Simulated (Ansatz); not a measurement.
Consider the atomization: `[F][GeH]1[CH2][SiH2][S]1` → C• + F• + Ge• + 5 H• + S• + Si•.

Program: Ansatz. Geometries: PBE0-D4/def2-TZVP. ΔE: electronic, gas phase. CCSD(T)/CBS adds triple-zeta CCSD(T) − MP2 to the extrapolated MP2 energy (def2 sets, frozen cores). This one scheme is used for every species, atoms too. Functionals use def2-TZVPP. No spin–orbit coupling; open shells (•) take unrestricted orbitals. Spin–orbit coupling would lower the free atoms: a little for C, F, S, Si; clearly for Ge. Bonds to Ge are less sure, by a few kJ/mol each and by 10 to 20 or more in all where they break to atoms, as the def2 sets lack core-valence functions. Scalar relativity is left out up to krypton.

`[F][GeH]1[CH2][SiH2][S]1`:

Cartesian coordinates in Å:
```
F -0.349 -1.831 1.942
Ge -0.371 -1.346 0.271
C 0.972 0.034 -0.049
Si -0.346 1.346 -0.362
S -2.054 0.052 -0.113
H -0.416 -2.659 -0.521
H 1.581 0.207 0.839
H 1.621 -0.176 -0.900
H -0.298 1.919 -1.732
H -0.339 2.455 0.624
```

| species | ωB97M-V energy (Eh) |
| --- | --- |
| `[F][GeH]1[CH2][SiH2][S]1` | -2905.62183 |
| C• | -37.84639 |
| F• | -99.74527 |
| Ge• | -2076.80591 |
| H• | -0.49411 |
| S• | -398.09071 |
| Si• | -289.35250 |

Q: Work out ΔE.

A: ΔE = 5 × (-0.49411) + (-37.84639) + (-99.74527) + (-2076.80591) + (-398.09071) + (-289.35250) − (-2905.62183) = 1.31050 Eh = +35.66 eV. CCSD(T)/CBS gives +35.76 eV.

Largest T1 diagnostic among the species: 0.012.

In def2-TZVPP, CCSD(T) changes the Hartree–Fock value by +8.82 eV (the triples alone add +0.59 eV) and MP2 by +9.42 eV; breaking electron pairs costs correlation energy, which Hartree–Fock lacks. From PBE to PBE0 (25 % exact exchange), in def2-TZVPP and without D4, ΔE moves by −0.39 eV: exact exchange takes away binding that semilocal exchange gives to molecules.

For atomizations the MP2-based limit and the directly extrapolated one differ by several kJ/mol either way, and by 10 to 25 for some Ge, Se and Sn compounds, so smaller differences from it don't rank the levels.
